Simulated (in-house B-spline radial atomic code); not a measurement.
How numerical settings move a run on neutral technetium, [Kr] 4d5 5s2. Computed with an all-electron radial atomic-structure program (B-spline basis): Dirac-Kohn-Sham LDA VWN5, spherical fractional occupations, Fermi nucleus of rms radius 4.41117 fm.

Command:
```bash
python run_scf.py task.json out
```
Settings of the sound reference run:
```
Z                43
electrons        43
configuration    [Kr] 4d5 5s2
hamiltonian      dirac
method           lda,vwn
spin_polarised   False
nucleus          fermi
rms_radius       4.41117
mass_number      97
atomic_mass      96.90636
speed_of_light   137.036
knot_spacing     0.22
spline_order     8
gauss_points     12
box_radius       50
max_iterations   70
damping          0.5
damped_steps     3
diis_vectors     10
tolerance        1e-08
start            Thomas-Fermi
```

Cost of the run: 2.1 s on 1 thread of Arm Neoverse N1 (shared host).

It converges in 10 iterations to -4281.888779 hartree, with 5s1/2 at -5.2575 eV. The other runs change the listed settings, some to values that make no sense; their results aren't properties of the atom or ion. Radii are in bohr (the nuclear one in fm), a minus after a letter asks for a j subshell, and «unchanged» means within 1e-8 hartree. The run stops when the residual is below 10 × tolerance × max(1, Z/10), or a noise floor if that is larger, and the energy moves by less than 1e-8 × √|E| hartree; so very loose and very tight tolerances often act alike.

| changed settings | outcome |
| --- | --- |
| box_radius = 10, max_iterations = 50, damping = 0, damped_steps = 8 | converged in 17 iterations, energy +4.28e-04 hartree from the reference, 5s1/2 level +2.9e-02 eV (the program warns: 5s1/2 reaches the box edge; 4d3/2 reaches the box edge) |
| spline_order = 4, gauss_points = 16, first_knot = 2.33e-05, max_iterations = 3 | not converged after 3 iterations, last residual 7.1e-02, last energy +2.13e-01 hartree from the reference |
| damping = 0.95 | converged in 12 iterations, energy unchanged |
| box_radius = 25, max_iterations = 60, diis_vectors = 0 | converged in 19 iterations, energy unchanged, 5s1/2 level +1.2e-05 eV |
| knot_spacing = 0.75 | converged in 10 iterations, energy +8.00e+00 hartree from the reference, 5s1/2 level +6.9e-02 eV |
| first_knot = 0.000233 | converged in 10 iterations, energy +2.24e-04 hartree from the reference, 5s1/2 level +5.1e-07 eV |
| knot_spacing = 1.4 | converged in 10 iterations, energy +1.14e+02 hartree from the reference, 5s1/2 level +2.0e+00 eV |
| first_knot = 0.00698 | converged in 10 iterations, energy +1.49e-02 hartree from the reference, 5s1/2 level -2.9e-05 eV |
| first_knot = 2.33e-06 | converged in 10 iterations, energy -2.54e-08 hartree from the reference |
| first_knot = 0.0698 | converged in 10 iterations, energy +1.24e+01 hartree from the reference, 5s1/2 level +9.7e-03 eV |
| gauss_points = 5, first_knot = 2.33e-06, max_iterations = 50, damping = 0.95 | converged in 12 iterations, energy -3.77e-08 hartree from the reference |
| damping = 0 | converged in 12 iterations, energy unchanged, 5s1/2 level +8.5e-06 eV |
| electrons = 44, configuration = [Kr] 4d5 5s2 2f1, max_iterations = 75 | stopped with error: there is no 2f shell |
| knot_spacing = 1 | converged in 10 iterations, energy +1.35e+01 hartree from the reference, 5s1/2 level +6.1e-01 eV |
| knot_spacing = 0.15 | converged in 10 iterations, energy -1.11e-07 hartree from the reference |
| knot_spacing = 0.4 | converged in 10 iterations, energy +1.04e-03 hartree from the reference, 5s1/2 level +3.7e-05 eV |
| box_radius = 7.5, max_iterations = 100, damped_steps = 30, tolerance = 0.001, start = bare nucleus | converged in 13 iterations, energy +8.43e-03 hartree from the reference, 5s1/2 level +3.4e-01 eV (the program warns: 5s1/2 reaches the box edge; 4d3/2 reaches the box edge) |
| electrons = 44, configuration = [Kr] 4d5 5s2 6s-1, max_iterations = 50 | stopped with error: j subshells need the Dirac Hamiltonian and l > 0 |

What happens with first_knot = 0.0233?

Converged in 10 iterations, energy +9.09e-01 hartree from the reference, 5s1/2 level +1.1e-03 eV.

What happens with knot_spacing = 0.1?

Converged in 10 iterations, energy -1.13e-07 hartree from the reference.

What happens with knot_spacing = 0.3?

Converged in 10 iterations, energy +6.39e-06 hartree from the reference, 5s1/2 level -7.7e-07 eV.

What happens with damping = 0.8?

Converged in 12 iterations, energy unchanged, 5s1/2 level +6.5e-06 eV.
